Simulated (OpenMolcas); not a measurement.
# Ag VIII: effect of the level shift or regulariser

| Item | Value |
| --- | --- |
| Program | OpenMolcas |
| Basis | ANO-RCC-VTZP [7s6p4d2f1g] |
| Scalar Hamiltonian | DKH2, point nucleus |
| Active space | 4 electrons in 5 orbitals (4d) |
| State averaging | 2S+1 = 5 even, 5 roots; 2S+1 = 3 even, 45 roots; 2S+1 = 1 even, 50 roots |
| Spin-orbit coupling | state interaction with AMFI integrals over the reference wave functions, term energies averaged over their components |

Methods on the same reference wave functions:
A. CASSCF
B. MS-CASPT2, IPEA 0.25 Eh, imaginary shift 0.1 Eh (closed shells correlated: 4s 4p)
C. MS-CASPT2, IPEA 0.25 Eh, real shift 0.2 Eh (closed shells correlated: 4s 4p)
D. MS-CASPT2, IPEA 0.25 Eh, sigma2 regulariser 0.3 Eh (closed shells correlated: 4s 4p)

Energies in eV above 4d⁴ ⁵D₀, the measured ground level; measured values from Atoms 5, 11 (2017), spectra Ag VII to Ag IX.

```
            Level       A       B       C       D  Measured
          4d⁴ ⁵D₀  0.0000  0.0000  0.0000  0.0000    0.0000
          4d⁴ ⁵D₁  0.1422  0.1556  0.1555  0.1556    0.1661
          4d⁴ ⁵D₂  0.3591   0.380   0.380   0.380    0.3982
          4d⁴ ⁵D₃  0.6114   0.632   0.632   0.632    0.6561
          4d⁴ ⁵D₄  0.8815   0.896   0.896   0.896    0.9228
       4d⁴ ³P₀(1)  3.1038   2.706   2.707   2.706    2.6420
   4d⁴ ³H₄ [69 %]  3.2487   3.017   3.017   3.017    2.8891
          4d⁴ ³H₅  3.5655   3.367   3.368   3.367    3.2546
       4d⁴ ³P₁(1)  3.7172   3.332   3.332   3.332    3.2888
          4d⁴ ³H₆  3.7876   3.606   3.606   3.606    3.4945
       4d⁴ ³F₂(1)  3.9406   3.571   3.571   3.571    3.4779
4d⁴ ³F₄(1) [55 %]  4.0680   3.752   3.753   3.752          
       4d⁴ ³P₂(1)  4.4756   4.049   4.049   4.049    3.9841
4d⁴ ³F₃(1) [50 %]  4.5470   4.179   4.180   4.179          
   4d⁴ ³G₄ [61 %]  4.5766   4.189   4.190   4.189    4.0540
          4d⁴ ³G₅  4.8003   4.461   4.461   4.461    4.3490
          4d⁴ ¹I₆  5.3614   5.093   5.093   5.093    4.9276
          4d⁴ ³D₃  5.3833   4.741   4.741   4.741    4.5724
   4d⁴ ³D₂ [70 %]  5.4864   4.890   4.890   4.890    4.7612
          4d⁴ ³D₁  5.6353   5.003   5.004   5.003    4.8591
4d⁴ ¹G₄(1) [73 %]  5.9292   5.477   5.477   5.477    5.3442
       4d⁴ ¹S₀(1)  6.5221   5.732   5.733   5.732          
       4d⁴ ¹D₂(1)  6.8077   6.218   6.219   6.218          
          4d⁴ ¹F₃  7.4543   6.687   6.688   6.687    6.4477
```

Deviations, from unrounded energies. A percentage is the sum of absolute deviations over the sum of measured energies, with the sign that they share, or ± where signs differ.

```tsv
Against measurement	Levels	A	B	C	D
mean absolute deviation (cm-1)	19	3500	810	820	810
fine structure of the ground term (%)	4	-7.0	-3.7	-3.7	-3.7
other terms of the ground configuration (%)	15	+13.0	+3.0	+3.0	+3.0
```

B, C, D lie about equally close to measurement and A furthest from it. The largest miss of D in the table is 4d⁴ ¹F₃, by +1900 cm-1. The ranking rests on the paired levels alone, and a cruder setting can come out closer through cancelling errors.

Among B to D the level of the table that moves most is 4d⁴ ¹S₀(1), by 9.7 cm-1 (lowest in D, highest in C). Moves below CASPT2's spread within the term are not significant.

The two smallest mean deviations differ by little beside CASPT2's spread within terms, so their order carries little weight.

From A to B the spin-free energies of the other terms of 4d⁴ shown, above ⁵D, scale by factors of 0.85 to 0.93, as is usual when dynamic correlation screens the repulsion within a d or f shell.

The lowest spin-free term lies below A's lowest term by 0.295 hartree in B, 0.295 hartree in C, 0.295 hartree in D.

CASPT2 breaks the degeneracy within a term, and the mean is taken; among the terms shown or strongly mixed into the levels shown the widest spread is 1100 cm-1 (4d⁴ ¹F, D). Without dynamic correlation excited terms often stand tens of per cent too high (terms of higher spin than the ground term too low), and those without a measured partner can miss by more than the paired ones (holds for A). Some levels mix across a computed gap that differs much from the measured one, so their mixing is not that of the real levels (holds for A). The CASPT2 spread within a term exceeds the gap to the next term for 4d⁴ ³D and 4d⁴ ¹I, 4d⁴ ¹I and 4d⁴ ¹G(1), so the order of their levels is uncertain (holds for B; C; D). Computed and measured levels are paired by configuration, term and J; levels that our copy of the source lacks, or whose pairing is in doubt (as where it misses far off the trend of its configuration), stay unpaired and out of the deviations. Only configurations of the active space appear. The table leaves out levels that lie high or whose names do not pair safely across all columns.

A share in square brackets marks a mixed level and gives the weight of the term that names it, the lowest over the columns. A number in round brackets counts repeated terms of one configuration in the order of the reference energies.
